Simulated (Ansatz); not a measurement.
Born–Oppenheimer molecular dynamics of H$_{10}$N$_{2}$Si$_{2}$ (14 atoms, charge 0, multiplicity 1). It starts from a rough guess of a transition structure, not a stationary point.

Computed with UKS revPBE/6-31G in Ansatz 0.2.0.

| Quantity | Value |
| --- | --- |
| ensemble | NVE (velocity Verlet) |
| time step | 0.5 fs |
| steps asked | 150 |
| starting velocities drawn for | 600 K |
| seed | 922876 |

First frame:

```xyz
14
Properties=species:S:1:pos:R:3
Si -0.287 -0.932 0.068
Si 0.608 0.989 1.568
H 0.634 -2.026 -0.264
H -0.972 -1.518 1.256
N -1.707 -0.573 -0.841
H 0.933 0.877 -0.274
N 0.777 0.178 -1.404
H 1.994 0.774 2.018
H -0.194 0.727 2.761
H 0.496 2.455 1.425
H -2.569 -1.015 -0.572
H -1.660 -0.466 -1.838
H 0.297 0.705 -2.124
H 1.649 -0.175 -1.780
```

Question: How far do the bonds stretch over the last three quarters of this one trajectory? (Pairs bonded in most of those frames.)

Answer: 
```
   bond  mean (Å)  spread (Å)  shortest  longest
Si1–Si2     2.480       0.165      2.28     2.71
 Si1–H3     1.539       0.068      1.43     1.65
 Si1–H4     1.548       0.049      1.47     1.64
 Si1–N5     1.826       0.069      1.72     1.93
 Si2–H8     1.543       0.054      1.45     1.63
 Si2–H9     1.536       0.048      1.46     1.60
Si2–H10     1.545       0.065      1.44     1.66
 N5–H11     1.020       0.009      1.00     1.03
 N5–H12     1.022       0.021      0.99     1.06
  H6–N7     1.072       0.111      0.88     1.27
 N7–H13     1.048       0.079      0.90     1.19
 N7–H14     1.042       0.068      0.92     1.15
```

Mean temperature of the second half: 1244 K. The conserved energy stayed within 1.3 meV per atom of its start (net change 0.17 meV per atom), so the integration is sound. The kinetic energy rose, since the run started high on the potential surface and went downhill. It ends in pieces (H3N + H7NSi2), so much of that is their flight and rotation, not heat. A run of 0.075 ps of so small a system gives no equilibrium averages. The orbitals were unrestricted but ended closed-shell. Limits of this set-up: no polarisation functions.

The run took 20 min on 1 thread of Arm Neoverse N1 (shared host), peak memory 0.15 GiB.
